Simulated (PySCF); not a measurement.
PySCF job for CHF2, SMILES F[CH]F, multiplicity 2, PBE/pcH-1. Geometry: PBE0-D3(BJ)/def2-TZVP. The isomer is the one that the SMILES or the coordinates give; other isomers of the formula were not compared.

```python
import numpy as np
from pyscf import gto, scf, dft
from pyscf.prop.hfc import uks as hfc
from pyscf.prop.gtensor import uks as gtensor

mol = gto.M(
    atom='''
    F     0.02824961   -0.24055168   -1.09046281
    C    -0.14937468    0.48300980    0.00000000
    F     0.02824961   -0.24055168    1.09046280
    H     0.38775510    1.43187143    0.00000000
    ''',
    basis='pcH-1',
    charge=0,
    spin=1,
    max_memory=1600,
    verbose=3,
)
mf = dft.UKS(mol, xc='pbe')
mf.grids.level = 3
mf.conv_tol = 1e-10
mf.max_cycle = 100
mf.kernel()
fine, coarse = mf.grids, dft.Grids(mol).set(level=1).build(with_non0tab=True)
for _ in range(3):  # follow internal instabilities
    mf.grids = coarse
    mo, _, stable, _ = mf.stability(return_status=True, nroots=4)
    mf.grids = fine
    if stable:
        break
    mf.kernel(mf.make_rdm1(mo, mf.mo_occ))
A = hfc.HFC(mf).make_fcdip(mf.make_rdm1())  # Fermi contact and dipolar terms, MHz
print('atom   A(iso)/MHz   principal dipolar parts/MHz')
for i, a in enumerate(A):
    w = np.linalg.eigvalsh((a + a.T) / 2)
    print(f'{mol.atom_symbol(i):2s}{i + 1:3d} {w.mean():12.2f}', (w - w.mean()).round(2))
gt = gtensor.GTensor(mf)
gt.dia_soc2e, gt.para_soc2e, gt.so_eff_charge = None, None, True
gt.max_cycle_cphf = 60
g = gt.kernel()
```

Program output:

```

WARN: HOMO -0.157874339855233 >= LUMO -0.157874339855233

converged SCF energy = -238.093406608591  <S^2> = 0.75147016  2S+1 = 2.0014696
<class 'pyscf.dft.uks.UKS'> wavefunction is stable in the internal stability analysis
atom   A(iso)/MHz   principal dipolar parts/MHz
F   1       175.18 [-257.32 -240.82  498.13]
C   2       378.86 [-74.68 -74.44 149.12]
F   3       175.18 [-257.32 -240.82  498.13]
H   4        66.96 [-29.27  -6.83  36.09]
SOC(1e)/OZ [-0.00015818  0.00313225  0.00321639]
free electron g 2.00231930436182
g-tensor total [2.00194028 2.0052692  2.00536944]
g-shift (ppt) [-0.37901947  2.9498982   3.05014028]
```

Self-consistency was reached.

Cost: about 23 core-seconds (a rough figure).
